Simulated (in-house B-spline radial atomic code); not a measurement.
Radial electron density of neutral thulium, [Kr] 4d10 4f13 5s2 5p5 6s2 6d1. Computed with a B-spline radial code for spherical atoms: Dirac-Hartree-Fock, average of configuration, Fermi nucleus of rms radius 5.2256 fm.

Columns: r (bohr), 4πr²n(r) (electrons per bohr), bar.

```
0.000621     2.65 #
0.000801    4.021 #
 0.00103    6.023 ##
 0.00133    8.996 ###
 0.00172     13.3 #####
 0.00222     19.3 #######
 0.00286    27.37 ##########
 0.00368    37.79 #############
 0.00475    50.69 ##################
 0.00613    65.18 #######################
  0.0079     79.4 ############################
  0.0102     90.7 ################################
  0.0131    95.87 ##################################
  0.0169    93.86 #################################
  0.0218    87.53 ###############################
  0.0282    84.88 ##############################
  0.0363    93.84 #################################
  0.0468    112.3 ########################################
  0.0604      124 ############################################
  0.0779    114.6 #########################################
     0.1    97.11 ##################################
   0.129    98.38 ###################################
   0.167    111.6 ########################################
   0.215    96.36 ##################################
   0.278     60.9 ######################
   0.358    53.57 ###################
   0.462       63 ######################
   0.595    51.58 ##################
   0.768    29.48 ##########
    0.99    16.84 ######
    1.28    10.64 ####
    1.65    5.564 ##
    2.12    2.282 #
    2.74    1.107 
    3.53   0.7427 
    4.55   0.3769 
    5.87   0.1191 
    7.57  0.06244 
    9.76  0.08868 
    12.6  0.09327 
    16.2  0.05591 
    20.9  0.01665 
      27 0.002045 
    34.8 8.455e-05 
    44.8 8.733e-07
```

On this grid the curve has 5 maxima, near 0.0131, 0.0604, 0.167, 0.462, 12.6 bohr.

The 4f7/2 radial function P(r) = rR(r), positive near the nucleus, with its small component Q(r) (sign convention: Q ≈ (P' + κP/r)/2c):

```
r (bohr)         P           Q
  0.0282   0.00199  -0.0001147
  0.0468    0.0112  -0.0006152
  0.0779    0.0542   -0.002772
   0.129    0.2046    -0.00949
   0.215    0.5666     -0.0229
   0.358     1.025    -0.03458
   0.595     1.123    -0.02972
    0.99    0.7568    -0.01454
    1.65    0.3257   -0.004398
    2.74   0.08346  -0.0008186
    4.55  0.009269  -7.058e-05
```
